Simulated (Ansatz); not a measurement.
[RuO3N]- (RuNO₃⁻), relaxed as a singlet with RKS PBE-D4/def2-SVPD in Ansatz, starting from the GFN2-xTB geometry. Force threshold 0.02 eV/Å.

In the def2 sets Ru takes a core potential; there is no spin–orbit coupling. The restricted singlet is unstable towards broken spin symmetry in Hartree–Fock (as tested in another run); at PBE-D4/def2-SVPD this wasn't settled.

Start:

```xyz
5

Ru   -0.026   -0.025    0.018
O     0.480   -1.558   -0.373
O     0.079    0.265    1.649
O    -1.543    0.296   -0.574
N     1.009    1.021   -0.720
```

(1) Estimate the energy that the relaxation releases and the steps that it takes.

(2) Does the start keep its bonding and symmetry?

(3) Predict the relaxed structure.

Results:

(1) 55.2 kJ/mol, in 5 steps; 4 s on 4 threads of Arm Neoverse V2 on a shared host. No frequencies were taken in this run, so the end may be a saddle point.

(2) By distances, no bond broke or formed. The bond that changes most is Ru1–O3, from 1.66 to 1.75 Å (atoms count from 1). Point group C3v at the start, C3v at the end, both within 0.05 Å.

(3) 
```xyz
5

Ru   -0.001   -0.001    0.001
O     0.493   -1.630   -0.383
O     0.074    0.269    1.723
O    -1.614    0.302   -0.593
N     1.048    1.061   -0.748
```
Bond lengths: 3 × O–Ru 1.75 Å; 1 × N–Ru 1.67 Å.
